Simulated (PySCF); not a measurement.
**HRuS: from structure and modes to constants**

Computed with PySCF, UPBE0, basis Ru def2-TZVP with ECP28, S def2-TZVP, H def2-TZVP (scalar-relativistic core potentials, no spin–orbit coupling, density fitting).

The quartet minimum has Cs symmetry. Masses (u): Ru 101.90435, S 31.97207, H 1.00782.

```xyz
3
charge 0 multiplicity 4, angstrom
Ru    0.3532    0.0000   -0.3273
S    -1.1780    0.0000    1.0298
H     1.4647    0.0000    0.7835
```

Harmonic wavenumbers (cm⁻¹): 541.4 (a', ×1), 552.0 (a', ×1), 2101.0 (a', ×1).

(1) Find the principal moments of inertia and the rotational constants. What kind of rotor is it?

(2) Give the standard entropy (298.15 K, 1 bar) by its translational, rotational, vibrational and spin parts, and Cp.

Results:

(1) About the centre of mass I = 2.4527, 102.24, 104.69 u Å². With B = 16.8576/I this gives 6.873, 0.1649, 0.161 cm⁻¹. The molecule is an asymmetric top with κ = -1.00.

(2) Sackur–Tetrode with M = 134.88 u gives 170.0; rotation with symmetry number 1 gives 90.8; vibration 4.6; spin R ln 4 = 11.5. The total is 277.0 J/(mol K), and Cp = 4 R + 9.6 = 42.9 J/(mol K).

Only a few start shapes were tried, so a lower isomer may exist. With open d or f shells other occupations or spin states may lie lower.
